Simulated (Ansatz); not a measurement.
Species: C4H4BFS, SMILES `Bc1csc(F)c1` (charge 0, multiplicity 1).

Q: Give a relaxed geometry from B3LYP-D3(BJ)/def2-SVP run with Ansatz (a first-principles code).

A: One answer among several that fit: the end point of this relaxation, one of several conformers (outside a Z-matrix the atoms follow the SMILES, hydrogens last).
Z-matrix (Å, degrees):
```
C
C 1 1.3885
H 2 1.0896 1 126.91
C 1 1.4461 2 111.12 3 180.00
C 4 1.3594 1 112.15 2 0.00
F 5 1.3255 4 127.92 1 -180.00
H 4 1.0898 5 123.22 6 0.00
B 1 1.5313 2 122.06 3 0.00
H 8 1.2070 1 120.79 2 179.99
H 8 1.2071 9 119.64 1 180.00
S 2 1.7230 3 119.59 1 180.00
```
